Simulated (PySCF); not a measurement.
# Structure elucidation problem

The spectra below were simulated for a compound C₆H₁₃PS.

$^{1}$H NMR (300 MHz, computed): δ 7.03 (m, 1H), 6.94 (m, 1H), 6.67 (m, 1H), 6.57 (m, 1H), 1.11 (m, 9H).

$^{13}$C{$^{1}$H} NMR (computed): δ 145.7 (CH2), 134.2 (CH), 39.9 (C), 26.4 (CH3, 3C).

- PBE0-D3(BJ)/def2-SVP geometry
- NMR shieldings at PBE/pcSseg-1/GIAO
- program: PySCF 2.14
- one averaged value for each set of equivalent atoms, one conformer, gas phase, non-relativistic

Referencing at the same level of theory: TMS for $^{1}$H (σ = 31.20 ppm), $^{13}$C (σ = 180.03 ppm).

**Question.** What is the structure?

**Answer.** 
- 4 carbon signals for 6 carbons: some carbons are equivalent by symmetry or fast rotation.
- Carbon types of the structure: 1 × C, 1 × CH, 1 × CH2, 3 × CH3, leaving 1 H on heteroatoms.
- δC 145.7: terminal =CH2 carbon; as expected for a trigonal carbon in a double bond.
- δC 134.2: alkene CH; the olefinic region.
- δC 39.9: fully substituted sp3 carbon bonded to P.
- δC 26.4: methyl carbon; saturated and bonded to C and H only.
- δH 7.03: hydrogen on a phosphorus bonded to 2 C, S.
- δH 6.94, 6.67: hydrogen on a terminal =CH2 carbon; a vinylic proton, deshielded by the sp2 carbon and the C=C anisotropy.
- δH 6.57: hydrogen on an alkene CH; attached to an sp2 carbon and in the plane of the double bond.

These data were computed for `C=C[P@H](=S)C(C)(C)C`.

The shifts were computed for this structure. Such data don't tell enantiomers apart.

Splittings by $^{31}$P in the carbon and heteronuclear signals aren't shown, as no couplings were computed. Shifts are as computed. Against solution values, carbons near 30 ppm lie about +2 ppm off and those near 130 ppm about +2 ppm (rms about the fit 1.8 ppm; single classes can miss by 10 ppm). Of 1328 compounds with measured shifts, 309 miss one by over three times the rms of a fit or turn the order of signals round; such compounds aren't used in these exercises. Signals without a measured value on file couldn't be tested in this way. Multiplicities follow the n + 1 count of equivalent neighbours, as no J values were calculated; m marks all less simple cases, F and P coupling included.
